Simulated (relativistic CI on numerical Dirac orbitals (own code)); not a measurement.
A reference radial Dirac CI calculation of Ba gave the lowest total energy -8124.71613 Ha in 11 SCF steps, from this input:

```
atom Ba  Z=56  charge=0  electrons=56
nucleus A=138  rms_radius_fm=4.8378
hamiltonian dirac-coulomb  breit=on  qed=on  c_scale=1
orbitals kli  potential=per-configuration
slater_scale 1
correlation none
mixing on
grid step=0.0125 r_max=259.4
scf mixing=0.4 start=green max_iterations=150 tolerance=2e-08 node_fill=0.05
configurations
  [Xe] 6s2
end
```

One setting was then changed, and the output read:

```
SCF 1: [Xe] 6s2
 iter      energy (Ha)   residual   last orbital (Ha)
    1     -8133.479873   7.73e-01     -0.13531
error: SCF of 1s2 2s2 2p6 3s2 3p6 3d10 4s2 4p6 4d10 5s2 5p6 6s2 did not converge
end: not converged
```

Q: Which setting was changed?
A. charge
B. speed of light
C. grid step
D. iteration limit

A: D. The iteration limit 1. This setting is bad on purpose; its numbers may not be properties of the ion.
